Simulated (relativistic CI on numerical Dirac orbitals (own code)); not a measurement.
Calculated levels, Yb XVI

Calculated at this level of theory: Dirac-Coulomb-Breit CI, orbitals from a KLI potential per configuration, model QED (radiative potential, 1s self-energy scaled to tabulated hydrogen-like ionisation energies), unscaled Slater integrals (own radial code, finite nucleus).

Configuration list (outside the closed core [Ar] 3d10 4d10): 4s2.4p6.4f9, 4s2.4p6.4f8.5s, 4s2.4p6.4f8.6s, 4s2.4p5.4f10, 4s.4p6.4f10, 4s2.4p6.4f7.5s2, 4s2.4p6.4f6.5s2.6s, 4p6.4f11, 4p5.4f12. Double excitations out of closed p, d and f shells are left out; levels of such configurations are missing from the list, as are those of other unlisted configurations, and high levels can miss mixing partners.

The lowest level is 4s2.4p6.4f7.5s2 8S°_7/2, with 94 % of that term; Hund's rules for 4s2.4p6.4f7.5s2 give 8S° with J = 7/2, in agreement.

```tsv
No.	Configuration	Term	J	E (cm⁻¹)	%	Landé g	Lifetime (s)
1	4s2.4p6.4f7.5s2	8S°	7/2	0.0	94	1.983	
2	4f8(7F).5s	8F	13/2	8439.6	94	1.528	
3	4f8(7F).5s	8F	11/2	12934.4	95	1.543	2.21e-01
4	4f8(7F).5s	8F	9/2	15725.2	93	1.566	5.05e-01
5	4f8(7F).5s	8F	7/2	17953.5	93	1.609	7.05e-01
6	4f8(7F).5s	8F	5/2	19604.3	93	1.703	1.38e+00
7	4f8(7F).5s	8F	3/2	20769.3	93	1.983	3.28e+00
8	4f8(7F).5s	8F	1/2	21464.5	93	3.944	1.28e+01
9	4f8(7F).5s	6F	11/2	40876.9	90	1.436	2.43e-01
10	4f8(7F).5s	6F	9/2	44117.1	55	1.467	2.25e-02
11	4f8(7F).5s	6F	7/2	48293.7	86	1.383	1.56e-01
12	4f8(5D).5s	6D	9/2	49112.2	52	1.490	9.45e-03
13	4f8(7F).5s	6F	5/2	50594.7	87	1.306	2.07e-01
14	4f8(7F).5s	6F	3/2	52191.2	88	1.066	2.89e-01
15	4f8(7F).5s	6F	1/2	53164.3	89	-0.590	3.44e-01
16	4f8(5L).5s	6L	21/2	57220.4	92	1.229	
17	4s2.4p6.4f7.5s2	6P°	7/2	57562.4	59	1.639	2.82e-03
18	4f8(5D).5s	6D	7/2	57938.1	76	1.539	4.61e-03
19	4f8(5G).5s	6G	13/2	58627.9	56	1.322	4.45e-03
20	4s2.4p6.4f7.5s2	6P°	5/2	59835.2	73	1.802	3.42e-03
21	4f8(5L).5s	6L	19/2	60112.0	92	1.178	7.80e-01
22	4f8(5G).5s	6G	11/2	61051.6	53	1.239	6.35e-03
23	4s2.4p6.4f7.5s2	6P°	3/2	61806.8	83	2.305	3.00e+00
24	4f8(5L).5s	6L	17/2	62004.0	90	1.111	1.61e+00
25	4f8(5G).5s	6G	9/2	62450.6	60	1.202	7.86e-03
26	4f8(5L).5s	6L	15/2	62906.2	81	1.033	1.21e+00
27	4f8(5D).5s	6D	5/2	63629.0	57	1.478	4.88e-03
28	4f8(5G).5s	6G	7/2	63670.4	64	1.075	1.02e-02
29	4f8(5L).5s	6L	13/2	63744.2	82	0.891	7.48e-02
30	4f8(5L).5s	6L	11/2	63828.7	76	0.696	6.91e-02
```

Energies count from the lowest computed level; ° marks odd parity; lifetimes are radiative, by E1, M1, E2, M2, E3 decay to levels of this space only; some are left blank where a channel outside the calculation adds to the decay or the decay crosses a small, uncertain gap. Percentages are summed over parent terms; the parents shown are those of the largest component, closed shells are left out there.

The mean weight of the leading LS term, summed over parents, in these 30 levels is 80 %, and that of the leading jj configuration (from the same eigenvectors) 39 %, so LS coupling describes them better.

At this charge transitions that keep the count of f electrons are usually good to a few per cent. Terms inside the open d or f shell come out 10 to 20 % too wide with unscaled integrals. Levels and lines within the n = 5 or 6 shells can be off by up to 10 % or somewhat more, and those that change n by about 2 %, since core polarisation is missing. Levels that differ in their count of f electrons can be misplaced by several ten thousand cm⁻¹, since the correlation energy of f electrons is missing or only estimated; rates across such gaps can be off by orders of magnitude. The computed lowest level isn't the tabulated ground level, which NIST ASD gives as 4f9 6H°15/2; for such ions that label comes from theory and may be the wrong one.

LS names give the leading component of a level, which can be under half, so a name can repeat, a term be missing and a line seem to break the LS rules.
